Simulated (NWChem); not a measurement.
# C₂H₇GeN, singlet; SMILES C[N](C)[GeH]

```xyz
11

Ge    -0.0224     1.0575     0.0000
H      1.5762     1.1704     0.0000
N      0.0012    -0.7728     0.0000
C     -1.2451    -1.5048     0.0000
C      1.1586    -1.6357     0.0000
H     -1.3317    -2.1565    -0.8900
H     -1.3317    -2.1565     0.8900
H     -2.0999    -0.8125     0.0000
H      1.1674    -2.2948     0.8893
H      1.1674    -2.2948    -0.8893
H      2.0810    -1.0415     0.0000
```
Atoms are numbered in this order, from 1.

Computed with NWChem. Pople sets run with spherical d functions. Low-valent species are run as closed-shell singlets; no triplet was tried in these runs. The geometry was optimised at PBE0/def2-SVP. Level TPSS/6-31G*: single points from the atomic guess with DIIS by default; each run changes one setting, and all converged runs end within 0.3 mHa of each other. NWChem's automatic level shift, which a small gap switches on, acted in some of these runs.

Task: Which setting needs the most SCF iterations, or fails (DIIS on 20 Fock matrices; defaults; core-Hamiltonian guess; no DIIS, 40 % damping; level shift of 0.5 Ha throughout; occupation smearing of 0.005 Ha)?

Result: no DIIS, 40 % damping, which doesn't converge.
```
setting                                 SCF iterations
--------------------------------  --------------------
defaults                                            10
core-Hamiltonian guess                              32
occupation smearing of 0.005 Ha                     10
level shift of 0.5 Ha throughout                    16
DIIS on 20 Fock matrices                             8
no DIIS, 40 % damping             not converged in 200
```
